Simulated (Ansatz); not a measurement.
This geometry of CH₂AlClF (6 atoms, charge -1, multiplicity 1) is a first-order saddle point.

Theory: RKS BLYP-D4/def2-SVP (Ansatz).

```xyz
6
Properties=species:S:1:pos:R:3
C 0.245 1.245 -0.049
Al 0.187 -0.636 0.069
F 1.578 -1.598 0.351
Cl -1.373 -2.249 -0.051
H -0.452 1.680 0.718
H -0.186 1.557 -1.039
```

**Question.** Which two structures does it join? (They come from a converged band through this point; their orientation in space is the band's.)

**Answer.** No bond is made or broken. The dihedral H6–C1–Al2–Cl4 goes from 0 to 180°. The two ends are copies of one structure, up to a mirror image or an exchange of like atoms.

Initial state:

```xyz
6
Properties=species:S:1:pos:R:3
C -0.176 1.088 0.009
Al 0.210 -0.694 0.073
F 1.457 -1.469 0.963
Cl -0.876 -2.287 -1.011
H 0.389 1.861 0.565
H -1.004 1.501 -0.598
```

Final state:

```xyz
6
Properties=species:S:1:pos:R:3
C -0.167 1.090 -0.003
Al 0.205 -0.695 0.080
F 1.451 -1.471 0.970
Cl -0.882 -2.288 -1.002
H -1.001 1.502 -0.603
H 0.393 1.862 0.559
```

**Question.** How far does it lie above each of them?

**Answer.** 13.7 kcal/mol above the first and 13.7 kcal/mol above the second. This is the barrier of this one path; another mechanism may lie lower. Limits of this set-up: an anion without diffuse functions, the dipole of an ion depends on the origin.

Time of the run: 4.1 min on 1 CPU thread of a shared host.
